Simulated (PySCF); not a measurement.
AlCl (SMILES [Al][Cl]), singlet, geometry from GFN2-xTB (such geometries of metal compounds can be far from the true shape); MP2/cc-pVDZ (PySCF).

The PySCF input:
```python
from pyscf import gto, scf, mp

mol = gto.Mole()
mol.atom = '''
    Al   -0.000000   -0.000000   -1.154140
    Cl    0.000000    0.000000    0.882577
'''
mol.basis = 'cc-pvdz'
mol.charge = 0
mol.spin = 0
mol.verbose = 4
mol.build()

mf = scf.RHF(mol)
mf.kernel()

pt = mp.MP2(mf, frozen=10)
pt.kernel()
print('E(MP2) = %.10f' % pt.e_tot)
```

### Question
Predict the main parts of the log of this PySCF run.

### Answer

```
PySCF version 2.14.0

[INPUT] verbose = 4
[INPUT] num. atoms = 2
[INPUT] num. electrons = 30
[INPUT] charge = 0
[INPUT] spin (= nelec alpha-beta = 2S) = 0
[INPUT] symmetry False subgroup None
[INPUT] Mole.unit = angstrom
[INPUT] Symbol           X                Y                Z      unit          X                Y                Z       unit  Magmom
[INPUT]  1 Al     0.000000000000   0.000000000000  -1.154140000000 AA    0.000000000000   0.000000000000  -2.181008509406 Bohr   0.0
[INPUT]  2 Cl     0.000000000000   0.000000000000   0.882577000000 AA    0.000000000000   0.000000000000   1.667828813840 Bohr   0.0

nuclear repulsion = 57.4199378771425
number of shells = 10
number of NR pGTOs = 82
number of NR cGTOs = 36
basis = cc-pvdz
ecp = {}

******** <class 'pyscf.scf.hf.RHF'> ********
method = RHF
initial guess = minao
damping factor = 0
level_shift factor = 0
DIIS = <class 'pyscf.scf.diis.CDIIS'>
diis_start_cycle = 1
diis_space = 8
diis_damp = 0
SCF conv_tol = 1e-09
SCF conv_tol_grad = None
SCF max_cycles = 50
direct_scf = True
direct_scf_tol = 1e-13
Set gradient conv threshold to 3.16228e-05
Initial guess from minao.
init E= -701.500391338911
  HOMO = -0.2419917806914  LUMO = 0.0249652921026733  gap/eV = 7.26427
cycle= 1 E= -701.455567093673  delta_E= 0.0448  |g|= 0.23  |ddm|= 1.05
  HOMO = -0.332930380473207  LUMO = 0.030650897629739  gap/eV = 9.89355
cycle= 2 E= -701.476341926012  delta_E= -0.0208  |g|= 0.0954  |ddm|= 0.445
  HOMO = -0.324799349849281  LUMO = 0.04215092829438  gap/eV = 9.98523
cycle= 3 E= -701.47915988828  delta_E= -0.00282  |g|= 0.0141  |ddm|= 0.108
  HOMO = -0.322104365038395  LUMO = 0.0446026499199253  gap/eV = 9.97861
cycle= 4 E= -701.479350056199  delta_E= -0.00019  |g|= 0.00271  |ddm|= 0.0531
  HOMO = -0.322418423660062  LUMO = 0.0440678502648734  gap/eV = 9.97260
cycle= 5 E= -701.479356681073  delta_E= -6.62e-06  |g|= 0.000668  |ddm|= 0.00947
  HOMO = -0.322385015746312  LUMO = 0.0440448889083919  gap/eV = 9.97107
cycle= 6 E= -701.479357116109  delta_E= -4.35e-07  |g|= 0.000214  |ddm|= 0.0019
  HOMO = -0.322387375655768  LUMO = 0.0440290830714346  gap/eV = 9.97070
cycle= 7 E= -701.479357160959  delta_E= -4.48e-08  |g|= 3.49e-05  |ddm|= 0.000617
  HOMO = -0.322374899773296  LUMO = 0.0440364214684482  gap/eV = 9.97056
cycle= 8 E= -701.479357161836  delta_E= -8.76e-10  |g|= 4.07e-06  |ddm|= 7.94e-05
  HOMO = -0.322375640709286  LUMO = 0.0440360481543115  gap/eV = 9.97057
Extra cycle  E= -701.479357161846  delta_E= -1.03e-11  |g|= 1.37e-06  |ddm|= 8.15e-06
converged SCF energy = -701.479357161846

******** <class 'pyscf.mp.mp2.RMP2'> ********
nocc = 5, nmo = 26
frozen orbitals 10
E(RMP2) = -701.657989071178  E_corr = -0.178631909331833
E(SCS-RMP2) = -701.655610378453  E_corr = -0.17625321660693
E_corr(same-spin) = -0.0439673937591573
E_corr(oppo-spin) = -0.134664515572676
E(MP2) = -701.6579890712
```
